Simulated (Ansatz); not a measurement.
H2ClNSi, SMILES `N[Si]Cl` (lower singlet) (charge 0, multiplicity 1). This singlet lies 2.47 eV below the relaxed triplet at the level frozen-core CCSD(T)/cc-pVTZ // PBE0-D3(BJ)/def2-TZVP (Ansatz, a quantum-chemistry and plane-wave program).

Cartesian coordinates (Å):
```xyz
5

N     -0.6583     0.0177     0.0007
Si     0.6494    -1.0693     0.0138
Cl     2.2114     0.3407    -0.0080
H     -0.5913     1.0250    -0.0132
H     -1.6112    -0.3141     0.0067
```
Charge 0, spin multiplicity 1.

Frozen-core energies in 6-31g from Ansatz at a geometry from PBE0-D3(BJ)/def2-TZVP; the HF reference has <S^2> = 0.00 and the T1 diagnostic is 0.017.

```json
[
 {"level": "HF", "energy (Ha)": "-803.99199"},
 {"level": "MP2", "energy (Ha)": "-804.18718"},
 {"level": "CCSD", "energy (Ha)": "-804.20848"}
]
```

Question: Estimate the energies of CCSD(T), CCSDT, CCSDT(Q) and CCSDTQ, and give each level's difference from CCSDTQ.

Answer: 
```tsv
level	energy (Ha)	difference from CCSDTQ (mHa)
MP2	-804.18718	27.58
CCSD	-804.20848	6.28
CCSD(T)	-804.21371	1.05
CCSDT	-804.21424	0.52
CCSDT(Q)	-804.21482	-0.06
CCSDTQ	-804.21476	0.00
```
